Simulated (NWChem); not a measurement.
System: C2H4BNO; SMILES OB1C=NC1

Input file for NWChem:

```
start job
memory heap 200 mb stack 900 mb global 1100 mb
geometry units angstroms noautoz
  O     -0.047447    -1.901238    -0.007148
  B      0.005660    -0.554888    -0.020704
  C      1.047539     0.621677     0.015591
  N      0.133344     1.543691    -0.033518
  C     -1.077175     0.617440    -0.082504
  H      0.830844    -2.310646     0.038169
  H      2.110651     0.870785     0.062931
  H     -1.741297     0.787033     0.772898
  H     -1.656478     0.771087    -1.000301
end
basis spherical
  * library def2-tzvp
end
dft
  xc slater vwn_5
  iterations 150
  semidirect filesize 400000000
  mulliken
end
task dft energy
```

NWChem printed, in part:

```
             Northwest Computational Chemistry Package (NWChem) 7.3.0
             --------------------------------------------------------

 CS  symmetry detected

                             Geometry "geometry" -> ""
                             -------------------------

 Output coordinates in angstroms (scale by  1.889725989 to convert to a.u.)

  No.       Tag          Charge          X              Y              Z
 ---- ---------------- ---------- -------------- -------------- --------------
    1 O                    8.0000    -0.01034911    -1.91225421     0.00000000
    2 B                    5.0000     0.01759627    -0.56508042     0.00000000
    3 C                    6.0000     1.03848397     0.63029511     0.00000000
    4 N                    7.0000     0.10639119     1.53554036     0.00000000
    5 C                    6.0000    -1.08806493     0.58740247     0.00000000
    6 H                    1.0000     0.87639341    -2.30563852     0.00000000
    7 H                    1.0000     2.09794495     0.89870720     0.00000000
    8 H                    1.0000    -1.71338970     0.73769951     0.88764727
    9 H                    1.0000    -1.71338970     0.73769951    -0.88764727

 Effective nuclear repulsion energy (a.u.)     146.1438390604

      Symmetry information
      --------------------

 Group name             Cs
 Group number              2
 Group order               2
 No. of unique centers     8

                                 NWChem DFT Module
                                 -----------------

 Summary of "ao basis" -> "ao basis" (spherical)
 ------------------------------------------------------------------------------
       Tag                 Description            Shells   Functions and Types
 ---------------- ------------------------------  ------  ---------------------
 O                         def2-tzvp                11       31   5s3p2d1f
 B                         def2-tzvp                11       31   5s3p2d1f
 C                         def2-tzvp                11       31   5s3p2d1f
 N                         def2-tzvp                11       31   5s3p2d1f
 H                         def2-tzvp                 4        6   3s1p

      Symmetry analysis of basis
      --------------------------

        a'        121
        a"         58

            General Information
            -------------------
          SCF calculation type: DFT
          Wavefunction type:  closed shell.
          No. of atoms     :     9
          No. of electrons :    36
           Alpha electrons :    18
            Beta electrons :    18
          Charge           :     0
          Spin multiplicity:     1
          Use of symmetry is: on ; symmetry adaption is: on
          Maximum number of iterations: 150
          AO basis - number of functions:   179
                     number of shells:    71
          Convergence on energy requested:  1.00D-06
          Convergence on density requested:  1.00D-05
          Convergence on gradient requested:  5.00D-04

              XC Information
              --------------
                        Slater Exchange Functional  1.000 local
                      VWN V Correlation Functional  1.000 local

             Grid Information
             ----------------
          Grid used for XC integration:  medium
          Radial quadrature: Mura-Knowles
          Angular quadrature: Lebedev.
          Tag              B.-S. Rad. Rad. Pts. Rad. Cut. Ang. Pts.
          ---              ---------- --------- --------- ---------
          O                   0.60       49          10.0       434
          B                   0.85       49           9.0       434
          C                   0.70       49          11.0       434
          N                   0.65       49          11.0       434
          H                   0.35       45          11.0       434
          Grid pruning is: on
          Number of quadrature shells:   380
          Spatial weights used:  Erf1

      Superposition of Atomic Density Guess
      -------------------------------------

 Sum of atomic energies:        -230.97246511

      Non-variational initial energy
      ------------------------------

 Total energy =    -233.604574
 1-e energy   =    -601.592026
 2-e energy   =     221.843613
 HOMO         =      -0.306845
 LUMO         =      -0.075653

      Symmetry analysis of molecular orbitals - initial
      -------------------------------------------------

  Numbering of irreducible representations:

     1 a'          2 a"

  Orbital symmetries:

     1 a'          2 a'          3 a'          4 a'          5 a'
     6 a'          7 a'          8 a'          9 a'         10 a'
    11 a'         12 a"         13 a'         14 a"         15 a'
    16 a"         17 a'         18 a'         19 a"         20 a'
    21 a"         22 a'         23 a'         24 a'         25 a"
    26 a'         27 a'         28 a'

------------------------------------------------------------
EAF file 0: "./job.aoints.0" size=351797248 bytes
------------------------------------------------------------
               write      read    awrite     aread      wait
               -----      ----    ------     -----      ----
     calls:      671         0         0         0         0
   data(b): 3.52e+08  0.00e+00  0.00e+00  0.00e+00
   time(s): 0.00e+00  0.00e+00  0.00e+00  0.00e+00  0.00e+00
rate(mb/s): 0.00e+00  0.00e+00
------------------------------------------------------------

     ---------------------------------------------
      Total Density - Mulliken Population Analysis
     ---------------------------------------------

    Atom       Charge   Shell Charges
 -----------   ------   -------------------------------------------------------
    1 O    8     8.69   0.79  1.18  0.60  0.93  0.25  2.00  2.14  0.79  0.00  0.01  0.00
    2 B    5     4.33   0.92  1.06  0.56  0.37  0.07  0.73  0.43  0.04  0.08  0.03  0.03
    3 C    6     6.08   0.86  1.12  0.58  0.65  0.14  1.11  1.18  0.33  0.02  0.05  0.01
    4 N    7     7.39   0.82  1.15  0.60  0.90  0.23  1.41  1.64  0.56  0.01  0.05  0.00
    5 C    6     6.42   0.86  1.12  0.56  0.69  0.10  1.20  1.40  0.40  0.02  0.06  0.01
    6 H    1     0.54   0.19  0.25  0.06  0.04
    7 H    1     0.85   0.24  0.46  0.13  0.02
    8 H    1     0.85   0.24  0.45  0.13  0.02
    9 H    1     0.85   0.24  0.45  0.13  0.02

   convergence    iter        energy       DeltaE   RMS-Dens  Diis-err
 ---------------- ----- ----------------- --------- --------- ---------
 d= 0,ls=0.0,diis     1   -231.4446176911 -3.78D+02  7.68D-03  2.10D+00
 d= 0,ls=0.0,diis     2   -231.2785238845  1.66D-01  6.08D-03  2.68D+00
 d= 0,ls=0.0,diis     3   -231.4142966428 -1.36D-01  2.63D-03  1.39D+00
 d= 0,ls=0.0,diis     4   -231.5365238501 -1.22D-01  1.21D-03  1.62D-01
 d= 0,ls=0.0,diis     5   -231.5518905831 -1.54D-02  3.77D-04  1.55D-02
  Resetting Diis
 d= 0,ls=0.0,diis     6   -231.5535996801 -1.71D-03  1.05D-04  5.40D-04
 d= 0,ls=0.0,diis     7   -231.5536645265 -6.48D-05  6.78D-05  7.14D-05
 d= 0,ls=0.0,diis     8   -231.5536460991  1.84D-05  4.39D-05  2.44D-04
 d= 0,ls=0.0,diis     9   -231.5536723090 -2.62D-05  7.79D-06  8.88D-06
 d= 0,ls=0.0,diis    10   -231.5536731068 -7.98D-07  2.61D-06  8.39D-07

         Total DFT energy =     -231.553673106785
      One electron energy =     -605.485509161939
           Coulomb energy =      257.583111426080
    Exchange-Corr. energy =      -29.795114431339
 Nuclear repulsion energy =      146.143839060414

 Numeric. integr. density =       36.000002452000

                  Occupations of the irreducible representations
                  ----------------------------------------------

                     irrep           alpha         beta
                     --------     --------     --------
                     a'               15.0         15.0
                     a"                3.0          3.0

                       DFT Final Molecular Orbital Analysis
                       ------------------------------------

 Vector   16  Occ=2.000000D+00  E=-2.822797D-01  Symmetry=a"
              MO Center= -5.7D-02,  8.8D-01, -2.1D-15, r^2= 2.4D+00
   Bfn.  Coefficient  Atom+Function         Bfn.  Coefficient  Atom+Function
  ----- ------------  ---------------      ----- ------------  ---------------
   101      0.262085  4 N  pz                70      0.260447  3 C  pz
    73      0.220329  3 C  pz               104      0.214198  4 N  pz
   132     -0.180169  5 C  pz               169     -0.151310  8 H  s
   175      0.151310  9 H  s                 76      0.142847  3 C  pz
   107      0.136528  4 N  pz               135     -0.119708  5 C  pz

 Vector   17  Occ=2.000000D+00  E=-2.692341D-01  Symmetry=a'
              MO Center= -2.2D-01,  4.2D-02,  4.6D-15, r^2= 2.6D+00
   Bfn.  Coefficient  Atom+Function         Bfn.  Coefficient  Atom+Function
  ----- ------------  ---------------      ----- ------------  ---------------
    37      0.258543  2 B  px               131      0.200504  5 C  py
   130     -0.196131  5 C  px                40      0.181173  2 B  px
    67      0.153424  3 C  s                 68     -0.151266  3 C  px
   134      0.144767  5 C  py                 6     -0.143188  1 O  px
    69     -0.142523  3 C  py               133     -0.123681  5 C  px

 Vector   18  Occ=2.000000D+00  E=-2.184425D-01  Symmetry=a'
              MO Center=  1.6D-01,  1.2D+00,  9.4D-16, r^2= 2.1D+00
   Bfn.  Coefficient  Atom+Function         Bfn.  Coefficient  Atom+Function
  ----- ------------  ---------------      ----- ------------  ---------------
   100      0.362254  4 N  py                35      0.298190  2 B  s
   103      0.272451  4 N  py               106      0.245335  4 N  py
    97      0.177005  4 N  s                 98      0.172212  4 N  s
    69     -0.167969  3 C  py               131     -0.153046  5 C  py
    36      0.150845  2 B  s                134     -0.122657  5 C  py

[...]
```

Level: LDA (Slater exchange, VWN5)/def2-TZVP. Structure relaxed at the B3LYP/6-31G* (spherical d) level.
